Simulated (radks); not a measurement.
Values are calculated unless marked as measured or tabulated.
Tl XVII, configuration [Kr] 4d10 4f14 5s2 5p3.

Code: a radial shooting solver on a logarithmic mesh with Libxc functionals. Model: scalar-relativistic Kohn-Sham, BLYP, spin-polarised, spherical densities, finite nucleus; open shells are filled with parallel spins first (spin-orbit coupling, left out, can overturn this in heavy ions); Fermi nuclear charge, rms radius 5.4759 fm.

Energy parts (eV):
total: -548435.35
kinetic: 617626.89
electron-nucleus: -1345149.58
Hartree: 189072.11
exchange-correlation: -9984.78

Orbitals (lengths in bohr, moments of r in powers of bohr; <r^-3> diverges for s and p1/2; r(max) is where P^2 peaks):
orbital,occ.,eigenvalue (eV),<1/r>,<r^2>,r(max),<r^-3>
1s up,1,-85936.42,99.39,0.0003690,0.01003,-
1s down,1,-85935.82,99.39,0.0003690,0.01003,-
2s up,1,-15585.12,23.34,0.005604,0.05814,-
2s down,1,-15584.81,23.34,0.005604,0.05814,-
2p up,3,-13458.95,20.60,0.004753,0.04832,28150
2p down,3,-13458.47,20.60,0.004753,0.04832,28150
3s up,1,-3975.674,8.655,0.03605,0.1639,-
3s down,1,-3975.303,8.654,0.03605,0.1639,-
3p up,3,-3363.274,7.855,0.03723,0.1637,6508
3p down,3,-3362.850,7.855,0.03722,0.1637,6508
3d up,5,-2728.062,7.380,0.03082,0.1333,797.1
3d down,5,-2727.644,7.380,0.03082,0.1333,797.1
4s up,1,-1144.107,3.730,0.1722,0.3684,-
4s down,1,-1143.372,3.730,0.1721,0.3685,-
4p up,3,-942.6403,3.362,0.1965,0.3882,1600
4p down,3,-941.8484,3.363,0.1962,0.3882,1601
4d up,5,-706.2044,3.028,0.2195,0.3941,173.6
4d down,5,-705.2589,3.032,0.2187,0.3941,173.9
4f up,7,-443.8222,2.656,0.2443,0.3549,35.53
4f down,7,-442.5973,2.664,0.2417,0.3546,35.76
5s up,1,-441.3173,1.679,0.7429,0.7825,-
5s down,1,-436.3564,1.685,0.7411,0.7797,-
5p up,3,-377.6446,1.509,0.8884,0.8539,386.4
5p down,0,-372.4628,1.510,0.8914,0.8517,387.7

The highest occupied level is 5p up at -377.64 eV. The spin density at the nucleus is -27.99 e/bohr^3 (1s -10.81, 2s 3.02, 3s 4.29, 4s 1.63, 5s -26.11). The density falls to 0.001 e/bohr^3 at r = 1.89 bohr. Spin moment in Bohr magnetons: 3. Summed over all electrons, <r^2> = 11.91 bohr^2, which gives a Langevin (diamagnetic) susceptibility term of -9.43 x 10^-6 cm^3/mol. For comparison, the ionisation energy in NIST's Atomic Spectra Database is 392 eV (theoretical). In exact Kohn-Sham theory the highest level is minus the ionisation energy, but local and semilocal functionals leave it too shallow, through self-interaction and a potential that decays too fast; potentials with the right tail come closer. The electron density at the nucleus is 2.722e+06 e/bohr^3 (large components only).
